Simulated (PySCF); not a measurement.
Predicted microwave data (PBE0/pcSseg-1 in PySCF (dipole) on a GFN2-xTB geometry, gas phase) for one isomer of C5H8F3P:

```
Rotational constants : A = 2002, B = 914.7, C = 748.3 MHz
Dipole components    : |μa| = 1.70 D, |μb| = 0.64 D, |μc| = 0.83 D
Inertial defect      : -129.59 u·Å²
κ                    : -0.73
```

Question: Which structure is it? (One computed conformer of each.)
A. `[CH3:1][CH:2]([CH3:3])/[CH:4]=[P:5]\[C:6]([F:7])([F:8])[F:9]` with C1–C2–C4–P5 -103°
B. `[CH3:1]/[CH:2]=[P:3]/[CH2:4][CH2:5][C:6]([F:7])([F:8])[F:9]` with C2–P3–C4–C5 -72°, P3–C4–C5–C6 -60°
C. `[CH2:1]=[CH:2][PH:3][CH2:4][CH2:5][C:6]([F:7])([F:8])[F:9]` with C1–C2–P3–C4 -121°, C2–P3–C4–C5 172°, P3–C4–C5–C6 176°
D. `[CH3:1][CH2:2][P:3]([CH3:4])[C:5]([F:6])=[C:7]([F:8])[F:9]` with C1–C2–P3–C4 -176°, C2–P3–C5–F6 -4°

Answer: D. It is CCP(C)C(F)=C(F)F, an asymmetric top, point group C1. The candidates at the same level (rigid rotor, commonest isotopes):

| SMILES | A (MHz) | B (MHz) | C (MHz) | μa (D) | μb (D) | μc (D) | Δ (u·Å²) | point group | rotor |
| --- | --- | --- | --- | --- | --- | --- | --- | --- | --- |
| C=CPCCC(F)(F)F | 3417 | 509.2 | 493.1 | 2.01 | 0.12 | 0.60 | -115.37 | C1 | near-prolate asymmetric top |
| CCP(C)C(F)=C(F)F | 2002 | 914.7 | 748.3 | 1.70 | 0.64 | 0.83 | -129.59 | C1 | asymmetric top |
| C/C=P/CCC(F)(F)F | 2659 | 738.8 | 694.2 | 1.44 | 0.56 | 2.65 | -146.21 | C1 | near-prolate asymmetric top |
| CC(C)/C=P\C(F)(F)F | 2215 | 867.3 | 812.3 | 2.76 | 0.30 | 0.11 | -188.66 | C1 | near-prolate asymmetric top |

`C/C=P/CCC(F)(F)F` has A 33 % too high; `C=CPCCC(F)(F)F` has A 71 % too high; `CC(C)/C=P\C(F)(F)F` has A 11 % too high. No structure here is proved a minimum.
